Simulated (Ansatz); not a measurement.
The same path of AlFH₆OSSi (11 atoms, charge 0, multiplicity 1) was run 3 times with different band settings.

Computed with RKS revPBE/cc-pVDZ (Ansatz 0.2.0).

Relaxed end points:

```xyz
11
Properties=species:S:1:pos:R:3
Al -0.406 -0.022 -0.005
F -0.599 -0.847 1.502
O 1.153 -0.197 -0.809
Si 2.442 -1.240 -1.135
H 1.961 -2.566 -1.687
H 3.342 -0.585 -2.159
H 3.256 -1.510 0.114
H -1.709 0.317 -0.855
S 0.158 2.289 1.155
H 1.489 2.096 0.907
H 0.229 1.654 2.366
```

```xyz
11
Properties=species:S:1:pos:R:3
Al -0.295 -0.075 0.136
F -0.619 -0.702 1.711
O 1.369 -0.228 -0.438
Si 2.465 -1.281 -1.180
H 1.759 -2.331 -2.014
H 3.378 -0.480 -2.081
H 3.310 -1.985 -0.140
H -1.514 0.032 -0.886
S 0.084 2.374 1.001
H 1.429 2.117 0.991
H -0.051 1.949 2.294
```

Common settings: movable images 9; climbing image yes; spring 5.0 eV/Å²; optimiser quadratic models (default); iteration limit 60; end points relaxed.

| run | start path | force threshold |
| --- | --- | --- |
| 1 | through a guess of the saddle point | 0.05 eV/Å |
| 2 | through a guess of the saddle point | 0.5 eV/Å |
| 3 | straight line | 0.05 eV/Å |

Question: What does each run give, and how far can it be trusted?

Answer: Run 1: converged after 41 iterations, highest image 0.005 eV above the first end. The top lies less than 8 meV above the higher end, about what the thresholds resolve: the motion is nearly free. A vibrational analysis at the climbing image gives no mode beyond 40i cm⁻¹: the surface is too flat there to confirm a saddle point.
Run 2: converged after 5 iterations, highest image 0.510 eV above the first end. The threshold of 0.5 eV/Å is loose, so the images may lie well off the minimum-energy path. The order of the point at the top wasn't checked. Another band between the same ends, with other settings, climbed to 0.005 eV only, so this figure is probably too high.
Run 3: converged after 4 iterations, highest image 0.001 eV above the first end. The highest image is an end point: on this band no image between the ends rises above it.
